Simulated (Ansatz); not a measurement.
Total energies of `C[Si](C)(C)O[Si](C)(C)O[Si](C)(C)O[Si](C)(C)O[Si](C)(C)O[Si](C)(C)C` from Ansatz at PBE-D4/def2-SVP, gas phase (1 Eh = 27.2114 eV = 2625.5 kJ/mol). The reference geometry is relaxed at PBE-D4/def2-SVP.

```csv
state,geometry,energy (Eh)
charge 0 singlet,reference,-2669.24902
charge 1 doublet,reference,-2668.96196
charge -1 doublet,reference,-2669.19998
charge -1 doublet,relaxed at PBE-D4/def2-SVP,-2669.20296
free C atom (triplet),–,-37.75124
free Si atom (triplet),–,-289.12416
free O atom (triplet),–,-74.91467
free H atom (doublet),–,-0.49863
```

Single mean-field runs in def2-SVP are fitted with def2-universal-jkfit.

Work out the vertical ionisation energy to the doublet.

E(charge 1 doublet) − E(charge 0 singlet) = -2668.96196 − (-2669.24902) = 0.28706 Eh = 7.81 eV. For comparison, −ε of the highest occupied level is 6.08 eV at this level, 1.73 eV less.

Work out the vertical electron affinity, to the doublet.

E(charge 0 singlet) − E(charge -1 doublet) = -2669.24902 − (-2669.19998) = -0.04904 Eh = -1.33 eV; negative, so the extra electron isn't bound. The basis lacks diffuse functions, which makes affinities too small.

Give the fundamental gap IE − EA, the Mulliken electronegativity (IE + EA)/2 and the hardness (IE − EA)/2.

From the values in Eh: IE − EA = 0.28706 − (-0.04904) = 0.33610 Eh = 9.15 eV; (IE + EA)/2 = 3.24 eV; (IE − EA)/2 = 4.57 eV. The HOMO–LUMO gap of the same run is 6.14 eV, 3.01 eV smaller than the fundamental gap.

How much does the charge -1 doublet relax, and what is the adiabatic electron affinity?

Relaxation: -2669.19998 − (-2669.20296) = 0.00298 Eh = 0.08 eV. Adiabatic electron affinity: -0.04606 Eh = -1.25 eV, without zero-point energy. 

What is the binding energy per atom against free atoms?

Atoms: 14 × (-37.75124) + 6 × (-289.12416) + 5 × (-74.91467) + 42 × (-0.49863) = -2658.77813 Eh. Binding: -2658.77813 − (-2669.24902) = 10.47089 Eh = 284.93 eV, or 4.25 eV for each of 67 atoms (no zero-point energy, no counterpoise term).

At PBE-D4/def2-SVP the gap within one spin of the charge 1 doublet nearly closes, so an electron or hole may be smeared out by delocalisation error. At PBE-D4/def2-SVP the highest occupied level of the charge -1 doublet lies above zero (up to 2.69 eV). By energy differences it is unbound by 1.33 eV (vertical, to the charge 0 singlet, at PBE-D4/def2-SVP) and held by the finite basis. At PBE-D4/def2-SVP the highest occupied level of the relaxed charge -1 doublet lies above zero (up to 2.54 eV). By energy differences, losing it releases 1.25 eV (each at its own geometry, to the charge 0 singlet, at PBE-D4/def2-SVP).
